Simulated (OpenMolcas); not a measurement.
# Xe2+: effect of the active space

```yaml
Program: OpenMolcas 26.06
Method: MS-CASPT2 or its RAS form, IPEA 0.25 Eh, imaginary shift 0.1 Eh
Basis: ANO-RCC
Scalar_Hamiltonian: DKH2, point nucleus
Spin-orbit_coupling: state interaction with AMFI integrals over the reference wave functions, term energies averaged over their components
```

A. 4 electrons in 9 orbitals (RAS2 5p; RAS3 5d 6s, at most 1 electron); 2S+1 = 3 even, 3 roots; 2S+1 = 1 even, 6 roots; 2S+1 = 5 odd, 6 roots; 2S+1 = 3 odd, 54 roots; 2S+1 = 1 odd, 48 roots; closed shells correlated: 4d 5s; CASPT2 step about 7 core-minutes
B. 6 electrons in 9 orbitals (RAS2 5s 5p; RAS3 5d, at most 2 electrons); 2S+1 = 3 even, 3 roots; 2S+1 = 1 even, 7 roots; 2S+1 = 3 odd, 3 roots; 2S+1 = 1 odd, 3 roots; closed shells correlated: 4d; CASPT2 step roughly 60 core-seconds

Energies in cm-1 above 5s2 5p4 3P2, the measured ground level; measured values from Saloman, J. Phys. Chem. Ref. Data 33, 765 (2004).

```json
{"Level": "5s2 5p4 3P2", "A": "0.0", "B": "0.0", "Measured": "0.0"}
{"Level": "5s2 5p4 3P0", "A": "8430", "B": "7800", "Measured": "8130"}
{"Level": "5s2 5p4 3P1", "A": "8850", "B": "8660", "Measured": "9794"}
{"Level": "5s2 5p4 1D2", "A": "16640", "B": "16270", "Measured": "17099"}
{"Level": "5s2 5p4 1S0", "A": "38100", "B": "34420", "Measured": "36103"}
```

Deviations, from unrounded energies. A percentage is the sum of absolute deviations over the sum of measured energies, with the sign that they share, or ± where signs differ.

| Against measurement | Levels | A | B |
| --- | --- | --- | --- |
| mean absolute deviation (cm-1) | 4 | 930 | 990 |
| fine structure of the ground term (%) | 2 | ±7.0 | -8.2 |
| other terms of the ground configuration (%) | 2 | ±4.6 | -4.7 |

A lies closest to measurement on these levels. The largest miss of A in the table is 5s2 5p4 1S0, by +2000 cm-1. The ranking rests on the paired levels alone, and a cruder setting can come out closer through cancelling errors.

Between A and B the level of the table that moves most is 5s2 5p4 1S0, by 3700 cm-1 (lowest in B, highest in A). Moves below CASPT2's spread within the term are not significant.

CASPT2 breaks the degeneracy within a term, and the mean is taken; among the terms shown or strongly mixed into the levels shown the widest spread is 240 cm-1 (5s2 5p4 1D, B). Over all roots computed the reference weight is 0.77 to 0.92 in A; the roots of lowest weight are the least certain, and an intruder state may touch them. With the s shell closed, the reference lacks s² → p² mixing (holds for A). The run also gave levels led by 5s 5p4 5d, 5s2 5p3 5d, which use shells meant for correlation; these and all levels above them are left out (holds for B). Measured partners are found by configuration, term and J. A level has none where our copy of the source lacks it or the pairing is in doubt (some pairs that miss far off the trend of their configuration count as doubtful), and it then counts in no deviation. Only configurations of the active space appear. Levels that lie high or do not pair safely by name in every column are left out.
